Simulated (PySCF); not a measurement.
## Gd(NH2)3: from a saddle point downhill

PySCF 2.14.0, RKS PBE0, Gd lcecp-1-SVP with ECP53, N def2-SVP, H def2-SVP; non-relativistic Hamiltonian with scalar-relativistic core potentials where named; density fitting; no spin-orbit coupling. Relaxed within the symmetry of its start, the geometry (D3h) is

```xyz
10

Gd    0.0000    0.0000    0.0000
N     2.2283    0.0000    0.0000
H     2.8577    0.0000    0.8040
H     2.8577    0.0000   -0.8040
N    -1.1141    1.9298    0.0000
H    -1.4288    2.4749    0.8040
H    -1.4288    2.4749   -0.8040
N    -1.1142   -1.9298    0.0000
H    -1.4289   -2.4748    0.8040
H    -1.4289   -2.4748   -0.8040
```

and its lowest harmonic modes are -456, -456, -436, -95, 112, 112 cm⁻¹ (negative: unstable). It was moved along the lowest mode and relaxed again.

Task: Where does it end, and how much lower?

Result: In Cs, nearly D3h, 0.927 eV lower, after 41 steps:
```xyz
10

Gd   -0.0081   -0.0070   -0.0363
N     2.1901   -0.0002   -0.0018
H     2.8147   -0.8000    0.1096
H     2.8068    0.8095   -0.0835
N    -1.0983    1.8926   -0.2278
H    -2.1068    2.0495   -0.2324
H    -0.6840    2.8218   -0.3156
N    -1.1006   -1.8986    0.2145
H    -0.7018   -2.8304    0.3399
H    -2.1120   -2.0372    0.2335
```

Task: How do the contacts change?

Result: 
```csv
contact,saddle (Å),end (Å)
Gd1–N2 (NH2),2.228,2.198
Gd1–N5 (NH2),2.228,2.199
Gd1–N8 (NH2),2.228,2.199
```


Task: Is the end a minimum?

Result: Yes, as far as the noise of the softest modes lets one tell (those above −25 cm⁻¹ count as noise); lowest modes 23, 108, 109, 274, 279, 282 cm⁻¹.

An lcecp potential fixes the number of 4f electrons, so in runs with it no electron can move into or out of that shell.

State: singlet in the valence, with the 4f electrons in the core potential.
